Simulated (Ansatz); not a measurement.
Job for Ansatz (an electronic-structure program): R-CCSD(T)/cc-pVTZ on aminoborane (SMILES BN), a point of a torsion scan.

Ansatz 0.2 input:
```yaml
crystal:
  periodic: [false, false, false]
  atoms:
    - {symbol: B, position_ang: [0.68810118, -0.00456565, -0.05691451]}
    - {symbol: N, position_ang: [-0.69285936, -0.08507928, -0.07547595]}
    - {symbol: H, position_ang: [1.32704615, -0.98374616, -0.13788940]}
    - {symbol: H, position_ang: [1.18390640, 1.03237058, 0.17352562]}
    - {symbol: H, position_ang: [-1.29509963, 0.57421531, 0.38757453]}
    - {symbol: H, position_ang: [-1.16913628, -0.96001470, -0.23202330]}
basis:
  gaussian:
    orbitals: cc-pVTZ
magnetization: {spin_polarized: false}
correlation: {method: ccsd_t, electrons: outside_noble_gas}
scf: {lower_state_search: off}
```

It printed:

```
WARN ansatz: RAYON_NUM_THREADS=1 ignored (pool sized by the plan → 1); use --threads N
Functional definition: HF
these checks for a lower state are left out or cut short: stability, starts, cluster_reference, orbital_swaps, neighbouring_geometries, increment
integrals: 0.17 GiB planned
652 factors; integrals over basis functions are off by at most 1.1e-3 eV
mean field: 0.17 GiB planned
mean field evaluation 1: about -2216.3445 eV, gradient 3.0e1 eV
mean field evaluation 2: about -2216.3456 eV, gradient 3.0e1 eV
mean field evaluation 4: about -2218.3008 eV, gradient 2.5e0 eV
mean field evaluation 8: about -2218.3213 eV, gradient 8.2e-2 eV
mean field -2218.32135041 eV, -81.5218059953 hartree, gradient 3.1e-6 eV, S^2 0.000000; 0 other end points of the search recorded, 0 dependent functions left out
2 core orbitals not correlated
reference -2218.32135041 eV, -81.5218059953 hartree; 6, 6 occupied and 108, 108 virtual orbitals, 652 factors
second order -8.91422234 eV of doubles, -0.00000000 eV of singles
coupled cluster: 0.44 GiB planned
cycle   1  -9.26874157 eV  change   -3.5e-1 eV  update   6.0e-2
cycle   2  -9.50199015 eV  change   -2.3e-1 eV  update   1.9e-2
cycle   3  -9.54320865 eV  change   -4.1e-2 eV  update   1.0e-2
cycle   4  -9.53671216 eV  change    6.5e-3 eV  update   3.4e-3
cycle   5  -9.53764520 eV  change   -9.3e-4 eV  update   1.5e-3
cycle   6  -9.53736971 eV  change    2.8e-4 eV  update   3.4e-4
cycle   7  -9.53731655 eV  change    5.3e-5 eV  update   8.3e-5
cycle   8  -9.53732078 eV  change   -4.2e-6 eV  update   2.6e-5
cycle   9  -9.53731162 eV  change    9.2e-6 eV  update   9.3e-6
perturbative correction -0.32920212 eV, -0.0120979549 hartree
Total energy: -2228.18786415 eV, -81.8843936876 hartree
Checks for a lower state left out: stability, starts, cluster_reference, orbital_swaps, neighbouring_geometries, increment
```

Self-consistency was reached.

Cost: roughly 4 core-seconds.
